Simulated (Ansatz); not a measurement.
The cluster YCu₄⁺, relaxed as a singlet with RKS r2SCAN-D4/def2-SVP in Ansatz, starting from the GFN2-xTB geometry. Force threshold 0.02 eV/Å.

In the def2 sets Y takes a core potential; there is no spin–orbit coupling. The restricted singlet is unstable towards broken spin symmetry in Hartree–Fock (as tested in another run); at r2SCAN-D4/def2-SVP this wasn't settled. The relaxation made no stability test and no search for a lower SCF solution. No other spin state of charge 1 was run. Another isomer (singlet) lies 0.06 eV lower at PBE-D4/def2-SVP; other spin states weren't run for this one.

Start:

```xyz
5

Y     0.030    2.058   -0.946
Cu    1.508    1.062    1.165
Cu   -1.506   -0.152   -1.562
Cu    0.825   -1.141    1.433
Cu   -0.857   -1.827   -0.089
```

| step | energy (eV) | largest force component (eV/Å) | SCF passes |
| --- | --- | --- | --- |
| 1 | -179573.4755 | 1.426 | 53 |
| 2 | -179573.8851 | 0.922 | 32 |
| 3 | -179574.1808 | 0.985 | 32 |
| 4 | -179574.5116 | 0.879 | 32 |
| 5 | -179574.8367 | 0.606 | 31 |
| 6 | -179575.1453 | 0.443 | 32 |
| 7 | -179575.2305 | 0.106 | 31 |
| 8 | -179575.2345 | 0.022 | 25 |
| 9 | -179575.2346 | 0.005 | 27 |

Force components are those of the run's own axes.

End:

```
atom    x (Å)    y (Å)    z (Å)
  Y1   0.0125   1.0866  -0.4976
 Cu2   1.8607   1.3045   1.4318
 Cu3  -1.8557  -0.1933  -1.9321
 Cu4   0.8052  -0.7709   1.2356
 Cu5  -0.8227  -1.4269  -0.2377
```

By distances, no bond broke or formed, bridged metal pairs apart. The bond that changes most is Y1–Cu5, from 4.08 to 2.66 Å (atoms count from 1). Metal–metal contacts that move far: Y1–Cu5 4.08 to 2.66 Å, Y1–Cu4 4.07 to 2.66 Å.

No frequencies were taken in this run, so the end may be a saddle point.

It took 48 s on 4 threads of Arm Neoverse V2 on a shared host.
